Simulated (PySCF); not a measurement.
A calculated (UHF, PySCF 2.14, x2c-SVPall, the spin-free X2C one-electron Hamiltonian (Gaussian nucleus)) atom or ion has these occupied shells.

```
shell  electrons  orbital energy (eV)  rms radius, mean of both spins (bohr)
 1s α          1             -10459.8                                 0.0561
 1s β          1             -10459.7                                 0.0561
 2s α          1              -1360.8                                  0.236
 2s β          1              -1360.7                                  0.236
 2p α          3              -1183.1                                  0.211
 2p β          3              -1183.0                                  0.211
 3s α          1              -199.41                                  0.699
 3s β          1              -198.94                                  0.699
 3p α          3              -143.46                                  0.737
 3p β          3              -143.33                                  0.737
 3d α          5              -52.002                                  0.888
 3d β          5              -51.893                                  0.888
 4s α          1              -29.674                                   2.31
```

**Question.** Name the element and its charge.

**Answer.** Ga²⁺ (gallium, charge +2), in [Ar] 3d10 4s1, 2S determinant.
